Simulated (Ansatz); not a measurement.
Process, species as SMILES: [Ge][F] (F-Ge) → F atom + Ge atom
B3LYP-D3(BJ)/def2-TZVP geometries, fixed; electronic energies without zero-point terms.

Basis-set convergence of the atomisation energy at HF with Ansatz (a first-principles code). Cartesian d functions, on some or all atoms, in 3-21G, 6-31G, 6-31G**; all else is spherical. Open shells are unrestricted. No added dispersion term, no relativity. Functions are those of the species that has most. Reference: the value in pcseg-4, 79.14 kcal/mol, itself unsure by roughly 0.17 kcal/mol (its mean distance from aug-pcseg-3, aug-cc-pVQZ, cc-pV5Z). Deviations are taken from unrounded values.

```
basis     functions
--------  ---------
STO-3G           23
pcseg-0          31
3-21G            32
6-31G            38
cc-pVDZ          41
pcseg-1          41
6-31G**          50
6-311G**         62
cc-pVTZ          73
pcseg-2          73
cc-pVQZ         123
pcseg-3         128
cc-pV5Z         195
pcseg-4         212
```

Problem. Which is the smallest set listed that can be trusted to 1 kcal/mol here, that is, within that of the reference together with its larger relatives (same family, alike in diffuse functions; a set with none to test it counts only in the reference's own line)?

Solution. The smallest set listed that lies within 1 kcal/mol of the reference with all its larger relatives (same family, alike in diffuse functions; a set with none counts only in the reference's own line) is cc-pVQZ (123 functions, -0.45 kcal/mol off). Value minus reference: STO-3G -19.43, pcseg-0 -12.18, 3-21G -10.40, 6-31G -15.02, cc-pVDZ -9.07, pcseg-1 -6.76, 6-31G** -5.85, 6-311G** -7.98, cc-pVTZ -2.32, pcseg-2 -1.35, cc-pVQZ -0.45, pcseg-3 -0.20, cc-pV5Z -0.26, pcseg-4 0.00 kcal/mol.
